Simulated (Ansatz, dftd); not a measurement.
System: AlH2Br, charge 0, singlet. AlH2Br (SMILES [AlH2][Br]).
B3LYP-D3(BJ)/def2-TZVP minimum from Ansatz (a program for electronic structure):
```
Al
H 1 1.5694
H 1 1.5694 2 124.82
Br 1 2.2670 2 117.59 3 -180.00
```

Wanted: atomisation energy (electronic, to ground-state atoms), in kJ/mol. UHF or UKS for unpaired electrons; spin-orbit terms are left out. Correlated methods leave the cores frozen (noble-gas shells, and filled d and f shells in the p block). No relativity. CBS(X,Y): correlation extrapolated as X^-3, Hartree-Fock from the larger set. A bracket is a step between two methods taken in the basis named. Where a partner has so few electrons that a lower coupled-cluster level is exact, that level stands in. Spin-orbit terms, left out, reach several kcal/mol for Br and I, and more for heavier atoms.

```
level                                                                                                       program  atomisation energy (kJ/mol)  difference against the last row
---------------------------------------------------------------------------------------------------  --------------  ---------------------------  -------------------------------
PBE-D4/def2-TZVPD                                                                                    Ansatz + dftd4                        954.4                            -30.4
r2SCAN-D4/def2-TZVPD                                                                                 Ansatz + dftd4                        984.0                             -0.8
PBE0/def2-TZVPD                                                                                              Ansatz                        952.6                            -32.2
CAM-B3LYP/def2-TZVPD                                                                                         Ansatz                        965.4                            -19.4
wB97X-V/def2-TZVPD                                                                                           Ansatz                        983.0                             -1.8
wB97M-V/def2-TZVPD                                                                                           Ansatz                        974.1                            -10.7
MP2/def2-QZVPP                                                                                               Ansatz                        975.1                             -9.7
CCSD/def2-TZVPP                                                                                              Ansatz                        946.8                            -38.0
CCSD/def2-QZVPP                                                                                              Ansatz                        963.0                            -21.8
CCSD/CBS(def2-TZVPP,def2-QZVPP)                                                                              Ansatz                        974.2                            -10.6
CCSD(T)/CBS(def2-TZVPP,def2-QZVPP)                                                                           Ansatz                        984.9                              0.1
CCSDTQ/def2-SVP                                                                                              Ansatz                        923.7                            -61.1
CCSD(T)/CBS(def2-TZVPP,def2-QZVPP) + [CCSDT(Q) - CCSD(T)]/def2-SVP                                           Ansatz                        985.5                              0.7
CCSD(T)/CBS(def2-TZVPP,def2-QZVPP) + [CCSDT(Q) - CCSD(T)]/def2-TZVPP + [CCSDTQ - CCSDT(Q)]/def2-SVP          Ansatz                        984.8                              0.0
```
